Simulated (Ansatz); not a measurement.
Reaction (hydrogenolysis of a B–C bond): `CB(F)CO` + H₂ → `OCBF` + CH₄

Isolated molecules relaxed with PBE0-D4/def2-TZVP in Ansatz; ΔE leaves out vibrations. CCSD(T)/CBS is the MP2 limit (def2-TZVPP, def2-QZVPP) plus CCSD(T) − MP2 in def2-TZVPP, frozen cores. This one scheme is used for every species. Functionals use def2-TZVPP. B3LYP here is the variant with VWN-RPA as its local correlation; programs differ in this. Each species was taken in one conformer, which may not be the lowest.

```csv
level,ΔE (kcal/mol),difference from CCSD(T)/CBS
r2SCAN-D4,-3.4,0.8
PBE0-D4,-3.9,0.3
ωB97M-V,-3.9,0.3
B2PLYP,-5.4,-1.2
r2SCAN,-3.7,0.5
PBE0,-4.8,-0.6
B3LYP,-6.3,-2.1
HF/def2-TZVPP,-8.4,-4.2
SCS-MP2/def2-TZVPP,-4.9,-0.7
CCSD(T)/def2-TZVPP,-4.3,-0.1
CCSD(T)/CBS,-4.2,0
```

Largest T1 diagnostic among the species: 0.012.

The D4 term adds +1.6 kcal/mol with B3LYP and +0.9 kcal/mol with PBE0; it sums over pairs of atoms, weighted by their polarisabilities, and B3LYP, whose exchange is more repulsive, gets the larger term. In def2-TZVPP, CCSD(T) changes the Hartree–Fock value by +4.1 kcal/mol (the triples alone add +0.7 kcal/mol) and MP2 by +4.8 kcal/mol.

CCSD(T)/CBS has its own doubt, a few kJ/mol and more with outer-core shells, so smaller differences from it don't rank the levels.
